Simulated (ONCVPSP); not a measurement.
Cutoff test, As, ONCV

```json
{"Element": "arsenic (As)", "Generator": "ONCVPSP 4.0.1", "Type": "optimised norm-conserving Vanderbilt (ONCV)", "Functional": "BLYP", "Relativity": "scalar-relativistic", "Frozen core": "[Ar] 3d10", "Valence charge": "5", "Reference configuration": "4s1.5 4p3.5", "Partial waves": "4s: rc 1.50 bohr, ncon 4, nbas 7, qcut 3.9 1/bohr, 3 projectors, debl 1 Ha; 4p: rc 2.00 bohr, ncon 4, nbas 8, qcut 3.8 1/bohr, 2 projectors, debl 3.6 Ha; d scattering state at 0.45 Ha: rc 2.20 bohr, ncon 3, nbas 8, qcut 4.1 1/bohr, 3 projectors, debl 1.9 Ha", "Local potential": "polynomial inside 1.30 bohr (lpopt 5, dvloc0 1 Ha)", "Core correction": "polynomial model core, fcfact 0.15"}
```

For each optimised wave give the share of its norm inside rc, the residual kinetic energy above qcut (Ha) and the cutoffs (Ha) for errors of 10, 1, 0.1 and 0.01 mHa per electron.

```json
{"wave": "4s", "norm inside rc": "0.296", "residual KE": "5.8e-03", "10 mHa": "6.8", "1 mHa": "17.5", "0.1 mHa": "41.7", "0.01 mHa": "50.7"}
{"wave": "s projector 2", "norm inside rc": "0.113", "residual KE": "5.4e-03", "10 mHa": "6.6", "1 mHa": "22.4", "0.1 mHa": "69.5", "0.01 mHa": "81.3"}
{"wave": "s projector 3", "norm inside rc": "0.083", "residual KE": "8.5e-03", "10 mHa": "7.4", "1 mHa": "29.1", "0.1 mHa": "69.6", "0.01 mHa": "105.7"}
{"wave": "4p", "norm inside rc": "0.353", "residual KE": "6.3e-04", "10 mHa": "2.3", "1 mHa": "6.0", "0.1 mHa": "30.9", "0.01 mHa": "50.3"}
{"wave": "p projector 2", "norm inside rc": "0.156", "residual KE": "3.4e-02", "10 mHa": "9.8", "1 mHa": "34.1", "0.1 mHa": "62.5", "0.01 mHa": "70.4"}
{"wave": "d projector 1", "norm inside rc": "0.123", "residual KE": "3.1e-05", "10 mHa": "2.7", "1 mHa": "4.8", "0.1 mHa": "7.0", "0.01 mHa": "22.8"}
{"wave": "d projector 2", "norm inside rc": "0.169", "residual KE": "2.5e-03", "10 mHa": "5.9", "1 mHa": "11.2", "0.1 mHa": "64.1", "0.01 mHa": "105.1"}
{"wave": "d projector 3", "norm inside rc": "0.146", "residual KE": "1.6e-02", "10 mHa": "11.0", "1 mHa": "52.7", "0.1 mHa": "90.5", "0.01 mHa": "160.8"}
```

The occupied waves need 18 Ha and 42 Ha for 1 and 0.1 mHa. The cutoffs count occupied waves only; projector 3 of the d channel, the hardest unoccupied one, needs 53 Ha at the loose tolerance. Note: ghosts flagged at negative energy: s at -177.6 eV; GHOST(+) flagged for s at 271.3 eV. A true bound ghost makes a file unfit for plane-wave use.
